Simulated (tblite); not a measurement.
Species: C6H10ClO (doublet state).
SMILES with atom numbers: `[CH2:1][C@H:2]([CH3:3])[CH2:4][O:5][C:6](=[CH2:7])[Cl:8]` (hydrogens: H9, H10 on C1; H11 on C2; H12, H13, H14 on C3; H15, H16 on C4; H17, H18 on C7)

Structure optimised with GFN2-xTB, isolated species. This method treats the open shell by occupation alone, without spin polarisation.

(1) Give the optimised bond lengths and angles.

Answers

(1) 
```
                  bond  length (Å)   order
                 C1–C2       1.475  single
                 C2–C3       1.530  single
                 C2–C4       1.537  single
                 C4–O5       1.419  single
                 O5–C6       1.337  single
                 C6=C7       1.325  double
                C6–Cl8       1.745  single
         C1–H9, C1–H10       1.071  single
                C2–H11       1.105  single
C3–H12, C3–H13, C3–H14       1.087  single
                C4–H15       1.097  single
                C4–H16       1.097  single
                C7–H17       1.073  single
                C7–H18       1.071  single
```

Bonds in one row agree within 0.01 Å and their mean is given. Orders are formal, as drawn. A selection of angles:
```
    angle  degrees
 C1–C2–C3    112.1
 C1–C2–C4    111.1
 C3–C2–C4    110.3
 C2–C4–O5    107.9
 C4–O5–C6    120.0
 O5–C6–C7    122.9
O5–C6–Cl8    117.3
C7–C6–Cl8    119.8
```

Dihedral angles: C1–C2–C4–O5 -68° (synclinal); C2–C4–O5–C6 173° (antiperiplanar); C4–O5–C6–C7 -165° (antiperiplanar).

The C–O distances run from 1.337 Å (O5–C6, drawn single) to 1.419 Å (C4–O5, drawn single), a spread of 0.082 Å. The C–C distances run from 1.325 Å (C6=C7, drawn double) to 1.537 Å (C2–C4, drawn single), a spread of 0.212 Å. Of the pairs four or more bonds apart, Cl8···H15 is among the closest relative to their van der Waals radii: 2.75 Å, 93 % of the sum of Bondi's values. C1 (carbon bonded to C and 2 H) is planar (angles 120.5°, 119.9° and 119.3°, sum 359.7°, 0.04 Å off the plane of its three neighbours). C6 (carbon bonded to C, Cl and O) is planar (angles 122.9°, 119.8° and 117.3°, sum 360.0°, 0.01 Å off the plane of its three neighbours). C7 (carbon bonded to C and 2 H) is planar (angles 121.5°, 119.9° and 118.6°, sum 360.0°, 0.01 Å off the plane of its three neighbours).

Point group: C1 (no symmetry element, even within 0.4 Å). GFN2-xTB frequencies show an imaginary mode (24i cm⁻¹), so the point is no minimum at that level. Torsions: H–C1–C2–C3 159° and -27°, C1–C2–C4–O5 -68°, C2–C4–O5–C6 173°, C4–O5–C6–C7 -165°. 3 starts were optimised and ended at 0.00, 0.04 and 0.21 kcal/mol (GFN2-xTB); the lowest of these is shown.

Time: 0.56 s wall. Hardware: Arm Neoverse V1, one thread, shared host with 32 logical CPUs at a one-minute load of 21. That covers the optimisation of the geometry.

One conformer stands for the species.

These are computed values.
